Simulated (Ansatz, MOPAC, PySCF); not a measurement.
Pair of molecules: CH3F (SMILES CF) (first 5 atoms) with CH2F2 (SMILES FCF); geometry from B3LYP-D3(BJ)/def2-TZVP.
(charge 0, multiplicity 1):
| atom | x (Å) | y (Å) | z (Å) |
|---|---|---|---|
| C | 0.0867 | -0.7124 | -0.2289 |
| F | 0.3203 | 0.5107 | 0.4034 |
| H | -0.0283 | -1.4786 | 0.5363 |
| H | -0.8229 | -0.6250 | -0.8232 |
| H | 0.9384 | -0.9364 | -0.8713 |
| F | 0.0299 | -1.1122 | 3.0849 |
| C | 0.2849 | 0.2014 | 3.3672 |
| F | 0.3268 | 0.3425 | 4.7223 |
| H | -0.5294 | 0.8065 | 2.9711 |
| H | 1.2568 | 0.4640 | 2.9515 |

Interaction energies are E(AB) − E(A) − E(B) at the monomers' geometry in the complex; basis-set methods are counterpoise corrected. Rows marked so take none.

Cores are frozen in the correlated methods. Rows in 6-31G* carry no dispersion term and start afresh at each structure (6-31G* with six Cartesian d functions). The state that PM7 reach isn't checked; PM7 holds dispersion and hydrogen-bond terms.

Run with Ansatz (Gaussian basis) for Hartree–Fock, density functionals and correlated methods; MOPAC for PM7 (differences of heats of formation); PySCF for 6-31G* rows, the dispersion terms. Values without a source in brackets are computed.

| level | interaction energy (kJ/mol) |
|---|---|
| PM7 | -4.7 |
| HF/6-31G* (no counterpoise) | -14.9 |
| PBE/def2-TZVPPD | -7.3 |
| PBE-D4/def2-TZVPPD | -10.7 |
| revPBE-D4/def2-TZVPPD | -8.6 |
| B3LYP-D3(BJ)/def2-TZVPPD | -11.1 |
| PBE0-D3(BJ)/def2-TZVPPD | -11.1 |
| wB97M-V/def2-TZVPPD | (withheld) |
| B2PLYP-D3(BJ)/def2-TZVPPD | -11.1 |

Some entries are withheld; supply them.


- wB97M-V/def2-TZVPPD, interaction energy (kJ/mol): -11.9

Ansatz is a first-principles code.
